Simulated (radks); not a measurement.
Values are calculated unless marked as measured or tabulated.
Problem. Species: Rh4+. Configuration: [Kr] 4d4.5 5d0.5 (fractional occupations, a model configuration). Level of theory: Dirac Kohn-Sham, PW91, spin-unpolarised, spherical densities, finite nucleus; open shells fill j = l - 1/2 first; Fermi nuclear charge, rms radius 4.4945 fm (a radial shooting solver on a logarithmic mesh with Libxc functionals). Some entries of the table are withheld. Estimate them.

| orbital | occ. | eigenvalue (hartree) | <r> (bohr) |
|---|---|---|---|
| 1s1/2 | 2 | -848.4537 | 0.03263 |
| 2s1/2 | 2 | -124.8559 | 0.1416 |
| 2p1/2 | 2 | -115.7754 | 0.1203 |
| 2p3/2 | 4 | -110.4588 | 0.1252 |
| 3s1/2 | 2 | -24.08794 | 0.3903 |
| 3p1/2 | 2 | -20.53372 | 0.3829 |
| 3p3/2 | 4 | -19.61814 | 0.3936 |
| 3d3/2 | 4 | -13.32402 | 0.3680 |
| 3d5/2 | 6 | -13.14330 | 0.3715 |
| 4s1/2 | 2 | -5.11494 | 0.9632 |
| 4p1/2 | 2 | (1) | (2) |
| 4p3/2 | 4 | (3) | (4) |
| 4d3/2 | 4 | -2.14986 | 1.280 |
| 4d5/2 | 0.5 | -2.12934 | 1.290 |
| 5s1/2 | 0 | -1.56712 | 2.268 |
| 5p1/2 | 0 | -1.27843 | 2.543 |
| 5p3/2 | 0 | -1.25172 | 2.595 |
| 5d3/2 | 0.5 | -0.84315 | 3.366 |
| 5d5/2 | 0 | -0.83958 | 3.382 |
| 4f5/2 | 0 | -0.74673 | 2.708 |
| 4f7/2 | 0 | -0.74640 | 2.711 |
| 6d3/2 | 0 | -0.47539 | 5.859 |
| 6d5/2 | 0 | -0.47371 | 5.876 |

Solution. 
(1) 4p1/2 eigenvalue (hartree): -4.01082
(2) 4p1/2 <r> (bohr): 1.028
(3) 4p3/2 eigenvalue (hartree): -3.85754
(4) 4p3/2 <r> (bohr): 1.055
